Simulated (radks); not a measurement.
Values are calculated unless marked as measured or tabulated.
Task: The fluorine anion F-, [Ne], held by a Watson sphere: a shell of charge +1 at radius R that stands for the Madelung well of a crystal (potential energy -1/R inside, -1/r outside, in hartree with lengths in bohr). Level of theory: scalar-relativistic Kohn-Sham, LDA (Slater exchange, Perdew-Wang correlation), spin-polarised, spherical densities, point nucleus (a radial shooting solver on a logarithmic mesh with Libxc functionals). Response by self-consistent Sternheimer equations with the Hartree and adiabatic LDA kernel, the relativistic mass of each level held fixed and spin-orbit coupling left out. The sphere does not respond.

R (bohr)  e(1s) (eV)  e(2s) (eV)  e(2p) (eV)  <r> 2p (bohr)  sum of <r^2> (bohr^2)  X-ray form factor at sin(theta)/lambda = 0.3 1/angstrom  alpha (bohr^3)
2.47         -653.48     -25.910      -7.997          1.252                  15.88                                                    5.060           9.887
2.74         -653.00     -25.253      -7.365          1.265                  16.30                                                    5.051           11.14
3.24         -652.16     -24.234      -6.364          1.284                  16.93                                                    5.043           13.48
3.9          -651.22     -23.184      -5.317          1.301                  17.55                                                    5.040           16.50

Estimate the row for R = 3.45 bohr.

Result: e(1s) (eV) -651.84; e(2s) (eV) -23.868; e(2p) (eV) -6.001; <r> 2p (bohr) 1.290; sum of <r^2> (bohr^2) 17.15; X-ray form factor at sin(theta)/lambda = 0.3 1/angstrom 5.042; alpha (bohr^3) 14.46.
